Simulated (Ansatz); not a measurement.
Conformers of `CC[O][GeH]([CH3])[F]`, each relaxed with PBE0-D4/def2-TZVP in Ansatz. CBS adds the triple-zeta coupled-cluster correction to the MP2 limit.

Outer-core shells of Ge are correlated without core-valence functions. Scalar relativity is left out up to krypton. Spin–orbit coupling is left out.

Not all of them had a frequency check.

Conformer A:

Z-matrix (Å, degrees):
```
C
C 1 1.512
H 1 1.092 2 111.1
H 1 1.093 2 110.3 3 120.4
H 1 1.092 2 110.3 3 -119.8
O 2 1.416 1 112.1 3 62.9
H 2 1.095 1 110.2 3 -178.7
H 2 1.099 1 110.2 3 -61.2
Ge 6 1.761 2 121.8 1 -85.8
C 9 1.934 6 112.8 2 -47.1
F 9 1.748 6 107.7 2 68.8
H 9 1.530 6 105.4 2 -177.6
H 10 1.090 9 110.1 6 63.9
H 10 1.091 9 110.4 6 -56.8
H 10 1.091 9 109.4 6 -176.9
```

Conformer B:

Z-matrix (Å, degrees):
```
C
C 1 1.508
H 1 1.092 2 110.6
H 1 1.093 2 110.4 3 -120.2
H 1 1.092 2 110.4 3 119.9
O 2 1.417 1 108.9 3 -60.4
H 2 1.097 1 110.3 3 178.9
H 2 1.100 1 110.0 3 60.8
Ge 6 1.761 2 120.1 1 171.5
C 9 1.924 6 107.5 2 179.8
F 9 1.746 6 106.8 2 63.8
H 9 1.539 6 110.3 2 -49.2
H 10 1.090 9 110.2 6 -174.4
H 10 1.090 9 108.9 6 -54.6
H 10 1.090 9 110.1 6 65.0
```

(1) Which is lowest in electronic energy at CCSD(T)/CBS (frozen core, def2 sets), and by how much? (An estimate is asked.)

(2) Give the energies relative to B (kJ/mol) with PBE0-D4/def2-TZVPP, ωB97M-V/def2-TZVPP, PBE0/def2-TZVPP, B3LYP/def2-TZVPP, MP2/def2-TZVPP, CCSD/def2-TZVPP, CCSD(T)/def2-TZVPP. (Best estimate.)

Results:

(1) The calculation gave: B; A lies 3.5 kJ/mol higher.

(2) Computed: 
```csv
level,A
PBE0-D4/def2-TZVPP,2.7
ωB97M-V/def2-TZVPP,2.5
PBE0/def2-TZVPP,4.6
B3LYP/def2-TZVPP,5.6
MP2/def2-TZVPP,3.1
CCSD/def2-TZVPP,3.6
CCSD(T)/def2-TZVPP,2.9
```

B3LYP here is the variant with VWN-RPA as its local correlation; programs differ in this.
